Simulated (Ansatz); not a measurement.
Start from `N[SiH](N)S` and change one atom or group to get `N[SiH2]N`.

Ansatz, PBE0-D4/def2-TZVP geometries, multiplicity 1. Each molecule was computed in one conformer, which needn't be the lowest.

```csv
property,`N[SiH](N)S`
HOMO energy (B3LYP/def2-TZVPP) / eV,-6.80
HOMO energy (ωB97M-V/def2-TZVPP) / eV,-9.28
"ideal-gas entropy at 298 K and 1 bar (rigid rotor, harmonic PBE0-D4/def2-TZVP) / J/(mol·K)",335
LUMO energy (PBE/def2-TZVPP) / eV,-0.25
LUMO energy (B3LYP/def2-TZVPP) / eV,0.34
zero-point energy (PBE0-D4/def2-TZVP) / kJ/mol,187.9
```

Task: Give the same properties after the change, and the shifts. (Best estimate.)

Result: The calculation gave: 
| property | `N[SiH2]N` | shift |
| --- | --- | --- |
| HOMO energy (B3LYP/def2-TZVPP) / eV | -6.96 | -0.16 |
| HOMO energy (ωB97M-V/def2-TZVPP) / eV | -9.54 | -0.26 |
| ideal-gas entropy at 298 K and 1 bar (rigid rotor, harmonic PBE0-D4/def2-TZVP) / J/(mol·K) | 290 | -45 |
| LUMO energy (PBE/def2-TZVPP) / eV | 0.19 | 0.44 |
| LUMO energy (B3LYP/def2-TZVPP) / eV | 0.69 | 0.35 |
| zero-point energy (PBE0-D4/def2-TZVP) / kJ/mol | 181.9 | -6.0 |

With PBE0 the HOMO falls by 0.12 eV and the LUMO rises by 0.38 eV, so the gap widens by about 0.50 eV. PBE moves the HOMO by 0.00 eV and ωB97M-V by -0.26 eV. The zero-point energy changes by -6.0 kJ/mol with -3 modes.

B3LYP here is the variant with VWN-RPA as its local correlation; programs differ in this.
